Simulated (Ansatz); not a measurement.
The first iterations of a band of Cl4FHOW + ClH (10 atoms, charge 0, multiplicity 1).

Theory: RKS PBE/def2-SVP (Ansatz).

| Item | Value |
| --- | --- |
| movable images | 7 |
| climbing image | yes |
| spring | 5.0 eV/Å² |
| optimiser | quadratic models (default) |
| start path | through a guess of the saddle point |
| force threshold | 0.05 eV/Å |
| iteration limit | 60 |
| end points | relaxed |

Image 0:

```xyz
10
Properties=species:S:1:pos:R:3
W 0.039 0.121 -0.366
F 0.018 0.436 1.504
Cl 2.351 0.142 -0.415
Cl 0.031 2.432 -0.649
Cl -2.299 0.113 -0.205
Cl 0.097 -2.156 0.128
O -0.138 -0.190 -2.185
H -0.689 -0.331 -2.975
Cl 2.444 1.755 3.203
H 1.316 1.223 2.830
```

Image 8:

```xyz
10
Properties=species:S:1:pos:R:3
W 0.440 0.398 -0.440
F -0.085 -0.300 3.477
Cl 2.640 0.105 -1.157
Cl 0.341 2.475 -1.551
Cl -1.683 0.727 0.438
Cl 0.527 -1.671 0.556
O -0.244 -0.299 -2.043
H -0.477 0.111 -2.899
Cl 1.314 1.588 1.399
H 0.396 0.410 3.092
```

| iteration | highest image above the first end (eV) | largest band force component (eV/Å) |
| --- | --- | --- |
| 1 | 9.061 | 48.340 |
| 2 | 5.038 | 7.529 |
| 3 | 3.473 | 4.573 |
| 4 | 2.511 | 2.614 |
| 5 | 1.849 | 0.824 |
| 6 | 1.816 | 0.770 |
| 7 | 1.683 | 1.482 |
| 8 | 1.616 | 0.851 |

Does the band converge within its limit, and where does its top end?

The forces met the threshold. It ended after 25 iterations with the highest image 0.931 eV above the first end. A vibrational analysis at the climbing image gives one clearly imaginary mode, 262i cm⁻¹: a first-order saddle point. The orbitals stay closed-shell, which can raise the energy where a bond breaks towards radicals; this wasn't checked here.

Run time: 8.6 min on 4 threads of Arm Neoverse V2, on a shared host, peak memory 0.49 GiB.
